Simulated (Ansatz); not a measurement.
Mo3S7⁻. Total charge -1; doublet. Geometry r2SCAN-D4/def2-SVP; atoms count from 1.

```
atom    x (Å)    y (Å)    z (Å)
 Mo1   1.2524   0.0512   0.3008
 Mo2  -0.7898  -0.4942  -1.2230
 Mo3  -1.1640   0.8745   0.9117
  S4  -2.0523  -0.3403   2.4260
  S5   1.8947  -1.5353   1.5724
  S6   1.4433  -0.5611  -2.1714
  S7  -2.2891   1.2751  -1.1290
  S8  -1.5396  -2.4420  -0.8012
  S9   2.5041   1.1429  -1.3696
 S10   0.7402   2.0290   1.4834
```

In the def2 sets Mo takes a core potential; there is no spin–orbit coupling. Another isomer (doublet) lies 1.03 eV lower at PBE0-D4/def2-SVP; other spin states weren't run for this one.

Estimate the Mulliken populations from the PBE0/def2-SVP orbitals of Ansatz.


```tsv
atom	charge (e)	spin (α − β)	d electrons
Mo1	-0.01	-0.02	4.81
Mo2	0.08	0.28	4.82
Mo3	0.11	0.23	4.76
S4	-0.17	0.15	–
S5	-0.15	0.15	–
S6	-0.16	-0.01	–
S7	-0.26	-0.01	–
S8	-0.13	0.21	–
S9	-0.11	0.03	–
S10	-0.21	-0.01	–
```
Mulliken values depend strongly on the basis.

Where does the spin sit?

Summed by element: Mo 0.50, S 0.50, of 1 unpaired in all. Largest on single atoms: Mo2 0.28, Mo3 0.23, S8 0.21.

And the Mayer bond orders between heavy atoms (over 0.3)?

Mo1–Mo2 0.95 (2.61 Å); Mo1–Mo3 0.92 (2.62 Å); Mo1–S5 2.17 (2.13 Å); Mo1–S6 0.57 (2.55 Å); Mo1–S9 1.04 (2.36 Å); Mo1–S10 0.99 (2.36 Å); Mo2–Mo3 1.05 (2.56 Å); Mo2–S6 0.77 (2.43 Å); Mo2–S7 1.17 (2.32 Å); Mo2–S8 2.17 (2.13 Å); Mo3–S4 2.16 (2.13 Å); Mo3–S7 1.02 (2.36 Å); Mo3–S10 1.21 (2.30 Å); S6–S9 0.89 (2.16 Å).
